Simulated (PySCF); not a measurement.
C₆H₅Cl, charge +1, doublet, at a GFN2-xTB geometry (a state made from the parent by changing its charge; the spin is typed, not shown lowest). Base run: PBE/STO-3G in PySCF.

PySCF was given this input:
```python
from pyscf import gto, scf, dft

mol = gto.Mole()
mol.atom = '''
    Cl    2.206881    0.176401    0.001583
    C     0.531721    0.042502    0.000381
    C    -0.270565    1.212871    0.019699
    C    -1.638170    1.093489    0.018556
    C    -2.234624   -0.178619   -0.001603
    C    -1.443642   -1.339826   -0.020766
    C    -0.074437   -1.240448   -0.019947
    H     0.203778    2.182637    0.035056
    H    -2.260376    1.975973    0.033132
    H    -3.312284   -0.264759   -0.002375
    H    -1.917744   -2.309940   -0.036129
    H     0.547951   -2.122549   -0.034517
'''
mol.basis = 'sto-3g'
mol.charge = 1
mol.spin = 1
mol.verbose = 4
mol.build()

mf = dft.UKS(mol)
mf.xc = 'pbe'
mf.kernel()
mo_i, mo_e, stable_i, stable_e = mf.stability(internal=True, external=False, return_status=True, nroots=6, tol=1e-6)
print('internally stable:', stable_i, ' externally stable:', stable_e)
if not stable_i:
    umf = mf.copy()
    umf.scf_summary = {}
    umf.kernel(umf.make_rdm1(mo_i, mf.mo_occ))
```

The bond that is stretched is that between atoms 8 and 3. A test that says stable can miss a lower solution.

Variants of this job, named by their change:

| change | ΔE vs base (eV) | <S^2> | stability test says | outcome |
|---|---|---|---|---|
| base | 0.00 | 0.754 | internally stable (external not tested) | converged |
| bond × 1.25 | 0.75 | 0.754 | internally stable (external not tested) | converged |
| bond × 1.5 | 2.34 | 0.754 | internally stable (external not tested) | converged |
| bond × 1.8 | 4.19 | 0.760 | internally stable (external not tested) | converged |
| bond × 2.2 | - | - | - | not converged |
| bond × 3.0 | - | - | - | not converged |

On stretching, the SCF can end on different states; <S^2> shows the spin contamination of each.
